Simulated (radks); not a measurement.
Results of a calculation; reference values are marked as such.
Ti V, 18 electrons, occupied as [Ar]. Code: a radial shooting solver on a logarithmic mesh with Libxc functionals. Model: Dirac Kohn-Sham, PBE, spin-unpolarised, spherical densities, point nucleus; speed of light set to 102.777 atomic units (0.75 times the physical value, a model run).

Normalised radial functions P(r) = r R(r) (large component), r in bohr:

```
   r/bohr * 1s1/2, o 3s1/2 (the largest magnitude, 3.4, reaches the edge; | marks zero, & curves that meet)
 0.005793                             |o       *
 0.007306                             |o        *
 0.009213                             |o           *
  0.01162                             | o            *
  0.01465                             | o              *
  0.01848                             | o                 *
   0.0233                             | o                    *
  0.02963                             |  o                     *
  0.03736                             |  o                       *
  0.04712                             | o                        *
  0.05942                             | o                       *
  0.07494                             |o                     *
   0.0945                             o                  *
   0.1192                           o |             *
   0.1503                          o  |        *
   0.1895                        o    |    *
    0.239                        o    | *
   0.3015                          o  |*
   0.3802                            o*
   0.4794                             *  o
   0.6046                             *      o
   0.7625                             *        o
   0.9616                             *        o
    1.213                             *      o
    1.529                             *   o
    1.929                             * o
    2.432                             *o
    3.068                             &
```

1s1/2: eigenvalue -4947.1 eV, 0 radial nodes, <r> = 0.0691 bohr, 90 % of the charge inside 0.124 bohr. 3s1/2: eigenvalue -114.60 eV, 2 radial nodes at r = 0.0904, 0.397 bohr, <r> = 0.970 bohr, 90 % of the charge inside 1.44 bohr.
